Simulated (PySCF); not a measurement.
## Basis-set dependence of population analyses: `C=C(B(F)F)B(Cl)Cl`

C2H2B2Cl2F2.
Geometry (PBE0-D3(BJ)/def2-SVP, Å), atoms numbered from 1 in this order:
```
atom  x, y, z in Å
C1    -0.5768   -1.2928   -0.0042
C2    -0.0052   -0.0683   -0.0154
B3     1.5527   -0.0297    0.0216
F4     2.2442   -1.1382    0.2279
F5     2.2514    1.0653   -0.1850
B6    -0.9051    1.2001   -0.0337
Cl7   -2.5946    1.1086   -0.5104
Cl8   -0.2934    2.7610    0.4651
H9    -1.6639   -1.4232   -0.0490
H10    0.0271   -2.2051    0.0567
```

PBE0 throughout (PySCF), one geometry, spherical d and f functions. Geometry: PBE0-D3(BJ)/def2-SVP; no solvent, vibrations or thermal averaging. Atoms taken as equivalent share a column and are averaged. The first 7 of 8 kinds of atom are listed.

Mulliken charges (e):

```
        basis  functions      C1      C2      B3   F4/F5      B6  Cl7/Cl8      H9
       STO-3G         50  -0.117  -0.200  +0.369  -0.116  +0.310   -0.164  +0.101
        6-31G         84  -0.321  -0.221  +0.730  -0.291  -0.029   +0.006  +0.205
     pcSseg-0         84  -0.288  -0.845  +1.020  -0.316  +0.578   -0.173  +0.254
       6-31G*        124  -0.368  -0.125  +0.632  -0.255  +0.101   -0.074  +0.209
      cc-pVDZ        130  +0.002  -0.149  +0.234  -0.086  +0.109   -0.082  +0.068
     def2-SVP        130  -0.007  -0.172  +0.266  -0.104  +0.101   -0.067  +0.072
  aug-cc-pVDZ        210  +0.576  +0.465  +0.935  -0.421  +0.314   -0.236  -0.486
6-311+G(2d,p)        244  -0.376  -0.318  +1.038  -0.352  +0.437   -0.196  +0.155
    def2-TZVP        272  -0.172  -0.182  +0.510  -0.228  +0.192   -0.103  +0.152
      cc-pVTZ        276  -0.146  -0.106  +0.381  -0.185  +0.110   -0.073  +0.134
     IGLO-III        318  -0.140  -0.320  +0.918  -0.342  +0.155   -0.097  +0.128
     pcSseg-2        330  +0.044  -0.434  +0.769  -0.325  +0.386   -0.137  +0.070
```

IAO charges (e):

```tsv
basis	functions	C1	C2	B3	F4/F5	B6	Cl7/Cl8	H9
STO-3G	50	-0.160	-0.295	+0.455	-0.153	+0.064	-0.022	+0.144
6-31G	84	-0.171	-0.313	+0.681	-0.295	+0.117	-0.035	+0.170
pcSseg-0	84	-0.152	-0.319	+0.659	-0.283	+0.121	-0.039	+0.164
6-31G*	124	-0.157	-0.333	+0.727	-0.307	+0.153	-0.050	+0.160
cc-pVDZ	130	-0.161	-0.326	+0.711	-0.303	+0.158	-0.050	+0.161
def2-SVP	130	-0.152	-0.330	+0.708	-0.302	+0.150	-0.044	+0.156
aug-cc-pVDZ	210	-0.167	-0.328	+0.724	-0.312	+0.162	-0.051	+0.166
6-311+G(2d,p)	244	-0.167	-0.331	+0.731	-0.315	+0.157	-0.048	+0.166
def2-TZVP	272	-0.167	-0.333	+0.738	-0.317	+0.160	-0.049	+0.165
cc-pVTZ	276	-0.168	-0.332	+0.737	-0.316	+0.163	-0.051	+0.165
IGLO-III	318	-0.169	-0.331	+0.736	-0.317	+0.154	-0.046	+0.166
pcSseg-2	330	-0.167	-0.333	+0.737	-0.317	+0.159	-0.049	+0.165
```

Hirshfeld charges (e):

```csv
basis,functions,C1,C2,B3,F4/F5,B6,Cl7/Cl8,H9
STO-3G,50,+0.005,-0.139,+0.205,-0.058,+0.278,-0.153,+0.037
6-31G,84,-0.010,-0.155,+0.283,-0.129,+0.153,-0.066,+0.054
pcSseg-0,84,-0.006,-0.171,+0.282,-0.129,+0.140,-0.048,+0.049
6-31G*,124,-0.013,-0.149,+0.283,-0.124,+0.169,-0.076,+0.051
cc-pVDZ,130,-0.016,-0.165,+0.272,-0.119,+0.152,-0.056,+0.049
def2-SVP,130,-0.019,-0.173,+0.284,-0.127,+0.145,-0.045,+0.048
aug-cc-pVDZ,210,-0.028,-0.175,+0.300,-0.134,+0.158,-0.050,+0.052
"6-311+G(2d,p)",244,-0.022,-0.176,+0.310,-0.140,+0.150,-0.048,+0.052
def2-TZVP,272,-0.024,-0.171,+0.304,-0.137,+0.155,-0.051,+0.051
cc-pVTZ,276,-0.023,-0.168,+0.301,-0.133,+0.155,-0.054,+0.051
IGLO-III,318,-0.029,-0.177,+0.305,-0.139,+0.148,-0.040,+0.050
pcSseg-2,330,-0.027,-0.172,+0.309,-0.139,+0.158,-0.051,+0.051
```

ESP-fitted charges (e):

| basis | functions | C1 | C2 | B3 | F4/F5 | B6 | Cl7/Cl8 | H9 |
| --- | --- | --- | --- | --- | --- | --- | --- | --- |
| STO-3G | 50 | -0.129 | -0.304 | +0.516 | -0.164 | +0.516 | -0.233 | +0.100 |
| 6-31G | 84 | -0.214 | -0.288 | +0.845 | -0.343 | +0.337 | -0.159 | +0.165 |
| pcSseg-0 | 84 | -0.224 | -0.395 | +0.898 | -0.353 | +0.472 | -0.196 | +0.174 |
| 6-31G* | 124 | -0.328 | +0.007 | +0.523 | -0.232 | +0.108 | -0.096 | +0.173 |
| cc-pVDZ | 130 | -0.305 | +0.012 | +0.517 | -0.235 | +0.068 | -0.074 | +0.163 |
| def2-SVP | 130 | -0.298 | -0.011 | +0.568 | -0.255 | +0.066 | -0.068 | +0.160 |
| aug-cc-pVDZ | 210 | -0.343 | +0.009 | +0.555 | -0.252 | +0.082 | -0.079 | +0.179 |
| 6-311+G(2d,p) | 244 | -0.363 | +0.030 | +0.593 | -0.268 | +0.020 | -0.059 | +0.189 |
| def2-TZVP | 272 | -0.351 | +0.017 | +0.588 | -0.264 | +0.042 | -0.064 | +0.182 |
| cc-pVTZ | 276 | -0.336 | +0.001 | +0.581 | -0.259 | +0.061 | -0.070 | +0.177 |
| IGLO-III | 318 | -0.355 | +0.040 | +0.572 | -0.261 | +0.011 | -0.054 | +0.182 |
| pcSseg-2 | 330 | -0.336 | -0.035 | +0.628 | -0.276 | +0.105 | -0.084 | +0.182 |

Some averages cover members that differ in this geometry, most widely: Cl7/Cl8, Mulliken in 6-311+G(2d,p) -0.232 to -0.161; F4/F5, Mulliken in 6-311+G(2d,p) -0.369 to -0.335; Cl7/Cl8, Mulliken in aug-cc-pVDZ -0.250 to -0.222; Cl7/Cl8, Mulliken in pcSseg-2 -0.150 to -0.123 e.

Which scheme is steadiest as the basis changes?

Largest range over the bases for any column: Hirshfeld 0.14 e, IAO 0.28 e, ESP-fitted 0.50 e, Mulliken 1.31 e. Hirshfeld charges move least and Mulliken charges most, counted in e. Without the minimal STO-3G basis the ranges are Hirshfeld 0.04, IAO 0.08, ESP-fitted 0.46, Mulliken 1.31 e.

How much do the charges still move between the two largest bases, IGLO-III and pcSseg-2?

At most, over all atoms: Mulliken 0.231 e, IAO 0.005 e, Hirshfeld 0.012 e, ESP-fitted 0.094 e.

What do the same runs give for the total energy, the frontier levels and the dipole moment?

| basis | energy (Eh) | HOMO (eV) | LUMO (eV) | μ (D) |
| --- | --- | --- | --- | --- |
| STO-3G | -1232.3561 | -6.62 | -0.10 | 2.40 |
| 6-31G | -1246.5953 | -9.04 | -2.66 | 2.54 |
| pcSseg-0 | -1244.9814 | -9.26 | -2.83 | 2.58 |
| 6-31G* | -1246.7048 | -8.77 | -2.39 | 2.11 |
| cc-pVDZ | -1246.7781 | -8.82 | -2.46 | 1.99 |
| def2-SVP | -1246.2222 | -8.83 | -2.46 | 1.97 |
| aug-cc-pVDZ | -1246.7996 | -8.95 | -2.67 | 2.05 |
| 6-311+G(2d,p) | -1246.8786 | -8.96 | -2.68 | 2.07 |
| def2-TZVP | -1246.9114 | -8.93 | -2.62 | 2.02 |
| cc-pVTZ | -1246.9110 | -8.92 | -2.59 | 2.01 |
| IGLO-III | -1246.9102 | -8.91 | -2.63 | 2.00 |
| pcSseg-2 | -1246.9271 | -8.98 | -2.68 | 2.10 |

The dipole is fixed by the density alone, so its range of 0.61 D shows that the density itself changes with the basis, not only its division among atoms.
